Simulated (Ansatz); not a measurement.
The cluster Si5H3⁺. Total charge 1; singlet. Geometry PBE-D4/def2-SVP; atoms count from 1.

```tsv
atom	x (Å)	y (Å)	z (Å)
Si1	-0.481	-0.801	-0.943
Si2	0.997	2.574	0.744
Si3	-0.721	-1.422	1.177
Si4	0.877	0.175	0.959
Si5	-0.664	1.528	-0.567
H6	1.051	2.049	-0.871
H7	-0.310	-1.334	-2.336
H8	-0.749	-2.770	1.837
```

The restricted singlet is unstable towards broken spin symmetry in Hartree–Fock (as tested in another run); at PBE0-D4/def2-TZVP this wasn't settled. Another isomer (singlet) lies 0.37 eV lower at PBE0-D4/def2-TZVP; other spin states weren't run for this one.

Question: Estimate the Mulliken populations from the PBE0/def2-TZVP orbitals of Ansatz.

Answer: 
```
atom  charge (e)
 Si1        0.11
 Si2        0.18
 Si3        0.15
 Si4        0.13
 Si5        0.13
  H6        0.11
  H7        0.10
  H8        0.11
```
Mulliken values depend strongly on the basis.

Question: And the Mayer bond orders between heavy atoms (over 0.3)?

Answer: Si1–Si3 1.26 (2.22 Å); Si1–Si4 0.64 (2.53 Å); Si1–Si5 0.89 (2.37 Å); Si2–Si4 0.85 (2.41 Å); Si2–Si5 0.96 (2.36 Å); Si3–Si4 1.18 (2.27 Å); Si4–Si5 0.70 (2.56 Å).
